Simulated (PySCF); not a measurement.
**Ionisation energy of Pt²⁺ by level of theory**

Pt²⁺ [Xe] 4f14 5d8 (3F) → Pt³⁺ [Xe] 4f14 5d7 (4F), as a difference of total energies. All numbers are calculated (PySCF 2.14, a scalar-relativistic core potential, in cc-pVTZ-PP with ECP60MDF (5s5p4d2f1g, 63 functions)). Correlated levels: valence: 5s2 5p6 frozen. The calculations carry no spin-orbit coupling.

```tsv
method	ionisation energy (eV)
UHF	29.099
MN15	31.265
M06-2X	31.128
MP2 (valence)	30.646
SCS-MP2 (valence)	30.675
```

Q: How much does correlation contribute at MP2 (valence)?

A: 30.646 − (29.099) = 1.547 eV, measured against UHF.

The reference lies between the lowest fine-structure levels, while these numbers refer to the centres of the terms.

Errors of the correlated levels include the incompleteness of this basis and the frozen core.

For comparison: 29 ± 1.6 eV (theoretical estimate listed by NIST; NIST Atomic Spectra Database, ionization energies).
